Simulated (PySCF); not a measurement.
Input of a run (PBE0-D3(BJ)/def2-SVP geometry optimisation, gas phase (PySCF 2.14.0)), started from a GFN2-xTB structure with every atom displaced at random (by about 0.01 Å):
```
{"job": {"xc": "PBE0", "basis": "def2-SVP", "d3": "d3bj", "grid": 1, "shake": 0.01, "kind": "geom"}, "charge": 0, "multiplicity": 1}
Cl    -1.743350    -0.963450    -1.263190
C     -0.765850    -0.354910     0.061610
Br    -1.753910    -0.420000     1.751930
C      0.010090     0.959110    -0.200380
Si     1.141280    -0.520420     0.026050
H     -0.120610     1.715910     0.571790
H     -0.171360     1.380800    -1.179520
H      1.782190    -0.674900     1.328250
H      1.679340    -1.139300    -1.130280
```

Output (energies in Eh, forces in Eh/bohr):
```
step   0  E = -3401.14990086  max force = 0.032034
step   1  E = -3401.14977368  max force = 0.016925
step   2  E = -3401.15264646  max force = 0.010423
step   3  E = -3401.15378718  max force = 0.002562
step   4  E = -3401.15387620  max force = 0.001190
step   5  E = -3401.15388812  max force = 0.000340
optimisation converged
```

Problem. Summarise the run.

Solution. The energy falls by 0.108 eV over 6 energy and gradient evaluations, the largest force component goes from 0.0320 to 3.4e-04 Eh/bohr, and the atoms move by 0.034 Å rms after alignment. The bond that changes most is Si5–H9 (SiH2 silicon to Si–H hydrogen), which lengthens by 0.064 Å. Bonds longer at the end by more than 0.005 Å: 5 of 9; shorter: 3. Among the angles that change most is H8–Si5–H9, from 121.0° to 116.9°. The energy rose by more than 1e-6 Eh at step 1.

Problem. What are the final bond lengths?

Solution. Cl1–C2 1.764 Å, C2–Br3 1.929 Å, C2–C4 1.526 Å, C4–Si5 1.874 Å, C2–Si5 1.874 Å, C4–H6 1.095 Å, C4–H7 1.096 Å, Si5–H8 1.481 Å, Si5–H9 1.482 Å. Numbering counts from 1 in the input's order; the species is `Cl[C@]1(Br)C[SiH2]1`.

The run used 116 basis functions and 44 SCF cycles in all. The run took 48 s on Arm Neoverse V1, one thread, no GPU, shared host, and the process peaked at 0.46 GiB of memory.

No frequency check.
